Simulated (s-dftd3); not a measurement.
C$_{4}$H$_{9}$NaO, singlet, at a GFN2-xTB geometry (such geometries of metal compounds can be far from the true shape); D3(op) for b3lyp run with s-dftd3.

s-dftd3 was given this input:
```
$ s-dftd3 mol.xyz --op b3lyp --json dftd3.json --noedisp --grad

# file mol.xyz
15

Na     1.41416953     1.64452484     0.99121953
O      0.00638526     0.48438095     0.82645381
C     -0.34210795    -0.36358128    -0.18034111
C      0.75261015    -1.42345878    -0.42643827
C     -1.65128625    -1.09921080     0.19043998
C     -0.57667651     0.39883633    -1.50187583
H      0.46412264    -2.11615523    -1.21272031
H      0.92429880    -1.97817725     0.49249473
H      1.68367264    -0.92366625    -0.71262686
H     -1.49879107    -1.65142879     1.11299942
H     -1.95379042    -1.78388005    -0.59743711
H     -2.43541732    -0.36628070     0.35593475
H      0.34667865     0.90926824    -1.79481754
H     -1.35327420     1.14432514    -1.35006294
H     -0.87968312    -0.27433875    -2.29951818
```

Problem. Predict the main parts of the log of this s-dftd3 run.

Solution. 
```
-----------------------------------
 s i m p l e   D F T - D 3  v1.4.0
-----------------------------------

Optimized power damping: b3lyp-D3(op)
--------------------
   s6        1.0000
   s8        0.7831
   s9        0.0000
   a1        0.3000
   a1        4.2500
  alp       14.0000
 beta        4.0000
--------------------

Dispersion energy:      -1.2298321228120E-02 Eh

Gradient norm:           8.4459885786551E-04 Eh/a0
--------------------------------------------------
     #    Z           dE/dx      dE/dy      dE/dz
--------------------------------------------------
     1   11 Na    2.973E-04  3.696E-04  2.344E-04
     2    8 O    -2.545E-05 -1.462E-04 -2.191E-04
     3    6 C     7.663E-05 -4.984E-06 -1.087E-04
     4    6 C    -3.086E-04  1.639E-04  9.805E-07
     5    6 C     1.755E-04  3.362E-05 -1.571E-04
     6    6 C     1.827E-06 -2.452E-04  2.560E-04
     7    1 H    -5.843E-06 -1.993E-05  1.882E-06
     8    1 H    -8.814E-06 -1.268E-04 -1.740E-05
     9    1 H    -5.452E-06  2.381E-06  2.848E-05
    10    1 H    -4.114E-05 -1.434E-05  9.005E-06
    11    1 H     1.964E-06  1.338E-05  2.011E-05
    12    1 H    -3.374E-05 -2.657E-05  1.561E-05
    13    1 H    -9.213E-06  1.643E-05  3.291E-05
    14    1 H    -9.560E-05 -1.189E-05 -8.773E-05
    15    1 H    -1.945E-05 -3.400E-06 -9.378E-06
--------------------------------------------------

Virial:
--------------------------------------------------
      component           x          y          z
--------------------------------------------------
          x       2.537E-04  1.313E-03  1.058E-03
          y       1.313E-03  8.945E-04  8.922E-04
          z       1.058E-03  8.922E-04 -5.493E-04
--------------------------------------------------

[Info] JSON dump of results written to 'dftd3.json'
```
